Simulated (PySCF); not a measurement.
**RbS: one state, many levels of theory**

State: ²Π (doublet), unpaired electrons π ↑. Set-up: basis Rb x2c-TZVPPall, S x2c-TZVPPall; spin-free X2C with a Gaussian nucleus; PySCF 2.14. De refers to Rb + S in their high-spin ground configurations, without counterpoise correction. The functionals are run spin-unrestricted. A positive dipole means Rb(−)S(+).

```
      Level  Re (Å)  ωe (cm⁻¹)  De (eV)   μ (D)
        UHF   3.018        207     1.61  -11.46
    UHF-MP2   2.925        222     2.51     n/a
UHF-SCS-MP2   2.942        218     2.52     n/a
        PBE   2.935        211     2.72   -9.55
       BLYP   2.975        203     2.60   -9.53
     r²SCAN   2.946        214     2.85  -10.36
       PBE0   2.927        217     2.67  -10.17
    r²SCAN0   2.939        217     2.75  -10.57
        M06   2.946        215     3.01  -10.26
       MN15   2.934        214     2.85  -10.57
    LC-ωPBE   2.927        221     2.77  -10.76
```

The bond length runs from 2.925 Å (UHF-MP2) to 3.018 Å (UHF). De spans 1.61 eV (UHF, mean field) to 3.01 eV (M06, hybrid meta-GGA).

Correlated steps freeze 14 core orbitals. Spin–orbit coupling is left out. The state is the lowest determinant that a PBE0 search found; another state may lie lower at other levels.

The whole job (state search and all levels along the bond) took about 7.4 min on 2 threads of Arm Neoverse V1 (shared host), peak memory 6.8 GiB.
